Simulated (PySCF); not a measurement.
Record of a relaxation.

Species: 2-methylhexanal, C7H14O.
Atom-mapped SMILES: `[CH3:1][CH2:2][CH2:3][CH2:4][C@H:5]([CH3:6])[CH:7]=[O:8]` (hydrogens: H9, H10, H11 on C1; H12, H13 on C2; H14, H15 on C3; H16, H17 on C4; H18 on C5; H19, H20, H21 on C6; H22 on C7)

Method: PySCF, PBE0-D3(BJ)/def2-SVP geometry optimisation, gas phase; density fitting, grid level 2; the optimiser is geomeTRIC in internal coordinates, started from a GFN2-xTB structure. The frame can shift and turn from step to step; on so coarse a grid that alone can change the energy by a few meV, and forces under 0.02 eV/Å are noise.

Step 0: E = -9516.9099 eV, largest atomic force 0.973 eV/Å
```
atom  x, y, z in Å  |  force x, y, z in eV/Å
C1      3.357   -0.250   -0.589   -0.432   0.176   0.503
C2      2.130    0.077    0.253    0.029  -0.224  -0.865
C3      0.839   -0.044   -0.553    0.049   0.240   0.938
C4     -0.389    0.292    0.290   -0.041  -0.209  -0.950
C5     -1.690    0.197   -0.510    0.196  -0.058   0.864
C6     -2.867    0.835    0.238    0.381  -0.251  -0.434
C7     -2.066   -1.230   -0.816    0.006   0.381  -0.165
O8     -1.517   -2.214   -0.411    0.216  -0.268   0.183
H9      3.294   -1.266   -0.972    0.036  -0.432  -0.209
H10     4.264   -0.162    0.005    0.448   0.006   0.160
H11     3.433    0.430   -1.434    0.090   0.253  -0.391
H12     2.220    1.094    0.644    0.000   0.309   0.231
H13     2.085   -0.603    1.106   -0.040  -0.159   0.369
H14     0.889    0.632   -1.412    0.003   0.181  -0.337
H15     0.747   -1.063   -0.932   -0.030  -0.311  -0.193
H16    -0.445   -0.398    1.133   -0.040  -0.175   0.332
H17    -0.287    1.305    0.688    0.011   0.305   0.181
H18    -1.574    0.713   -1.471   -0.008   0.107  -0.304
H19    -2.674    1.892    0.407    0.037   0.421   0.074
H20    -3.787    0.740   -0.336   -0.459   0.015  -0.165
H21    -3.008    0.351    1.202   -0.091  -0.169   0.417
H22    -2.963   -1.307   -1.467   -0.362  -0.139  -0.238
```

Step 1: E = -9516.9695 eV, largest atomic force 0.176 eV/Å
```
atom  x, y, z in Å  |  force x, y, z in eV/Å
C1      3.353   -0.226   -0.581    0.053  -0.026  -0.082
C2      2.120    0.100    0.241   -0.035   0.052   0.163
C3      0.823   -0.011   -0.546   -0.008  -0.047  -0.169
C4     -0.417    0.321    0.269    0.019   0.036   0.152
C5     -1.724    0.239   -0.506    0.006   0.004  -0.167
C6     -2.904    0.877    0.228   -0.032   0.043   0.065
C7     -2.101   -1.180   -0.863   -0.020  -0.070   0.036
O8     -1.528   -2.168   -0.489   -0.013   0.028  -0.032
H9      3.306   -1.254   -0.978    0.007   0.034   0.009
H10     4.277   -0.140    0.013   -0.027   0.000  -0.005
H11     3.449    0.455   -1.444    0.004  -0.026   0.026
H12     2.207    1.123    0.655   -0.001  -0.054  -0.013
H13     2.067   -0.574    1.116    0.004   0.040  -0.040
H14     0.873    0.661   -1.425   -0.001  -0.037   0.040
H15     0.730   -1.037   -0.945    0.003   0.058   0.015
H16    -0.480   -0.364    1.134   -0.002   0.042  -0.035
H17    -0.318    1.341    0.685   -0.008  -0.054  -0.016
H18    -1.613    0.765   -1.478   -0.007  -0.023   0.062
H19    -2.720    1.949    0.394   -0.009  -0.032  -0.005
H20    -3.844    0.781   -0.338    0.027  -0.004   0.005
H21    -3.052    0.403    1.212    0.003   0.018  -0.023
H22    -3.020   -1.266   -1.507    0.037   0.021   0.015
```

Step 2: E = -9516.9704 eV, largest atomic force 0.080 eV/Å
```
atom  x, y, z in Å  |  force x, y, z in eV/Å
C1      3.355   -0.225   -0.579    0.009  -0.004  -0.010
C2      2.117    0.102    0.241   -0.003   0.006   0.019
C3      0.823   -0.012   -0.551    0.000  -0.008  -0.028
C4     -0.416    0.321    0.267    0.002   0.008   0.025
C5     -1.724    0.237   -0.507    0.025  -0.030   0.002
C6     -2.901    0.877    0.232   -0.010   0.003   0.012
C7     -2.103   -1.182   -0.861   -0.044  -0.033  -0.058
O8     -1.533   -2.177   -0.500    0.032   0.058   0.026
H9      3.310   -1.252   -0.974   -0.002   0.002   0.004
H10     4.275   -0.138    0.018    0.001   0.000   0.003
H11     3.454    0.454   -1.442   -0.002   0.001   0.004
H12     2.204    1.124    0.654    0.001  -0.004  -0.006
H13     2.063   -0.569    1.116    0.002   0.000  -0.006
H14     0.873    0.658   -1.430   -0.001   0.001   0.010
H15     0.731   -1.036   -0.949   -0.001   0.002   0.005
H16    -0.478   -0.361    1.133    0.001   0.002  -0.002
H17    -0.317    1.340    0.681    0.001  -0.003  -0.003
H18    -1.617    0.762   -1.478   -0.001  -0.007   0.009
H19    -2.717    1.949    0.395    0.002  -0.002  -0.005
H20    -3.843    0.780   -0.331   -0.001  -0.002  -0.001
H21    -3.046    0.406    1.217    0.003   0.001  -0.002
H22    -3.022   -1.261   -1.505   -0.015   0.009   0.004
```

Step 3: E = -9516.9695 eV, largest atomic force 0.168 eV/Å
```
atom  x, y, z in Å  |  force x, y, z in eV/Å
C1      3.355   -0.226   -0.577   -0.026   0.013   0.044
C2      2.115    0.102    0.240    0.020  -0.028  -0.089
C3      0.822   -0.012   -0.556    0.010   0.021   0.081
C4     -0.416    0.321    0.265   -0.019  -0.034  -0.082
C5     -1.726    0.236   -0.510   -0.062   0.029   0.053
C6     -2.901    0.876    0.235    0.014  -0.011  -0.033
C7     -2.106   -1.182   -0.864    0.135   0.080   0.061
O8     -1.515   -2.162   -0.497   -0.062  -0.102  -0.036
H9      3.311   -1.252   -0.973   -0.008  -0.022  -0.002
H10     4.272   -0.139    0.024    0.019   0.000   0.007
H11     3.458    0.452   -1.439   -0.004   0.019  -0.013
H12     2.200    1.122    0.654    0.002   0.035   0.002
H13     2.058   -0.569    1.114   -0.002  -0.028   0.021
H14     0.873    0.658   -1.433    0.002   0.030  -0.016
H15     0.730   -1.035   -0.955   -0.001  -0.032  -0.001
H16    -0.478   -0.360    1.130    0.002  -0.026   0.018
H17    -0.317    1.339    0.679    0.001   0.037   0.000
H18    -1.622    0.762   -1.479    0.009   0.032  -0.032
H19    -2.717    1.948    0.397    0.003   0.022   0.000
H20    -3.843    0.778   -0.325   -0.021   0.001  -0.003
H21    -3.043    0.406    1.220    0.003  -0.012   0.015
H22    -3.025   -1.269   -1.503   -0.013  -0.025   0.006
```

Step 4: E = -9516.9706 eV, largest atomic force 0.058 eV/Å
```
atom  x, y, z in Å  |  force x, y, z in eV/Å
C1      3.355   -0.225   -0.579   -0.006   0.003   0.010
C2      2.117    0.102    0.241    0.004  -0.006  -0.022
C3      0.822   -0.012   -0.553    0.004   0.003   0.012
C4     -0.416    0.321    0.267   -0.007  -0.011  -0.016
C5     -1.725    0.237   -0.508   -0.022   0.007   0.006
C6     -2.901    0.877    0.233    0.002  -0.001  -0.005
C7     -2.105   -1.182   -0.863    0.049   0.026   0.018
O8     -1.524   -2.168   -0.496   -0.019  -0.037  -0.013
H9      3.311   -1.252   -0.974   -0.004  -0.008   0.001
H10     4.274   -0.138    0.020    0.007   0.000   0.004
H11     3.455    0.453   -1.441   -0.002   0.008  -0.003
H12     2.202    1.123    0.655    0.002   0.012  -0.002
H13     2.062   -0.570    1.115    0.000  -0.011   0.005
H14     0.873    0.658   -1.431    0.001   0.014  -0.001
H15     0.730   -1.036   -0.951   -0.001  -0.012   0.003
H16    -0.478   -0.361    1.132    0.001  -0.009   0.006
H17    -0.317    1.339    0.681    0.000   0.013  -0.003
H18    -1.619    0.762   -1.478    0.003   0.014  -0.008
H19    -2.717    1.949    0.397    0.001   0.008  -0.003
H20    -3.843    0.780   -0.330   -0.008  -0.001  -0.002
H21    -3.046    0.405    1.218    0.003  -0.004   0.005
H22    -3.023   -1.266   -1.505   -0.007  -0.007   0.007
```

Step 5: E = -9516.9708 eV, largest atomic force under 0.02 eV/Å
```
atom  x, y, z in Å  |  force x, y, z in eV/Å
C1      3.356   -0.225   -0.578    0.001  -0.001  -0.002
C2      2.117    0.102    0.240   -0.001   0.001   0.003
C3      0.823   -0.012   -0.553    0.001  -0.003  -0.005
C4     -0.416    0.321    0.266   -0.002  -0.002   0.003
C5     -1.725    0.237   -0.509    0.002  -0.004  -0.004
C6     -2.902    0.876    0.233   -0.002   0.000   0.001
C7     -2.104   -1.182   -0.863   -0.005   0.002   0.008
O8     -1.527   -2.171   -0.499    0.004  -0.001  -0.005
H9      3.311   -1.252   -0.973    0.000   0.000   0.000
H10     4.275   -0.138    0.021    0.000   0.000   0.001
H11     3.456    0.454   -1.440    0.000   0.001   0.000
H12     2.203    1.123    0.654    0.000   0.001  -0.002
H13     2.062   -0.570    1.115    0.000  -0.001   0.000
H14     0.873    0.660   -1.431    0.000   0.003   0.002
H15     0.731   -1.036   -0.951   -0.001  -0.001   0.001
H16    -0.478   -0.361    1.131    0.000   0.000   0.001
H17    -0.317    1.340    0.680    0.000   0.002  -0.002
H18    -1.620    0.763   -1.479    0.003   0.004   0.001
H19    -2.718    1.948    0.396    0.000   0.000  -0.002
H20    -3.844    0.778   -0.328    0.000  -0.002   0.001
H21    -3.044    0.405    1.218    0.001   0.001   0.001
H22    -3.025   -1.264   -1.502   -0.001   0.000   0.000
```

**Question.** Summarise the path.

**Answer.** The energy falls by 5.87 kJ/mol from step 0 to step 5; nine tenths of that is first reached at step 1. It rises by more than 0.2 meV at step 3. The largest force goes from 0.973 to under 0.02 eV/Å. Among the bonds C1–H9 changes most (a near tie, within 0.001 Å, with another), from 1.088 to 1.102 Å; the atoms move by 0.030 Å rms after alignment.

**Question.** Follow the three bonds and two angles with the largest change from start to end.

**Answer.** 
```tsv
step	E above end (kJ/mol)	largest force (eV/Å)	C1–H9 (Å)	C1–H11 (Å)	C6–H21 (Å)	H12–C2–H13 (°)	C3–C4–C5 (°)
0	5.87	0.973	1.088	1.088	1.088	107.7	112.5
1	0.12	0.176	1.103	1.103	1.102	105.7	114.5
2	0.03	0.080	1.102	1.102	1.102	105.6	114.4
3	0.12	0.168	1.101	1.101	1.101	105.6	114.3
4	0.02	0.058	1.102	1.102	1.101	105.6	114.4
5	0.00	under 0.02	1.102	1.102	1.101	105.7	114.4
```

What follows is the cost of the whole optimisation. On Intel Xeon Platinum 8488C, one thread, shared host with 96 logical CPUs at a one-minute load of 35, this took 95 s wall and 0.83 GiB of memory at its peak.
